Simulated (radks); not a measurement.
Fractional charge and spin in the 2s shell of fluorine: the spin-up occupation runs from 0 to 1 and the spin-down occupation from 0 to 1; the fullest corner is F2+, [He] 2p(up 1.5, down 1.5) 2s(up 1, down 1). Method: non-relativistic Kohn-Sham, PBE, spin-polarised, spherical densities, point nucleus; computed with a radial shooting solver on a logarithmic mesh with Libxc functionals. Energy (eV) minus the two flat planes that join the four corners (they meet along the diagonal where the two added fractions sum to one electron); zero is where a piecewise linear energy would lie.

down \ up       0    0.25     0.5    0.75       1
0           0.000  -2.122  -2.828  -2.118   0.000
0.25       -2.122  -2.609  -1.704   0.588  -1.957
0.5        -2.828  -1.704   0.783  -1.587  -2.605
0.75       -2.118   0.588  -1.587  -2.429  -1.949
1           0.000  -1.957  -2.605  -1.949   0.000

Corners above the fullest one (they belong to F3+ and the next ion): (up 1, down 0) 78.254 eV, (up 0, down 1) 78.254 eV, (up 0, down 0) 181.38 eV. With half an added electron in each spin the energy lies 0.783 eV from the planes, and with half an added electron in spin up alone -2.828 eV. The planes are only a guide here: the flat-plane condition holds for ground states with one frontier orbital, while this shell lies below other occupied shells, so the corners above the fullest one are inner-hole states and not the ground states of those ions.
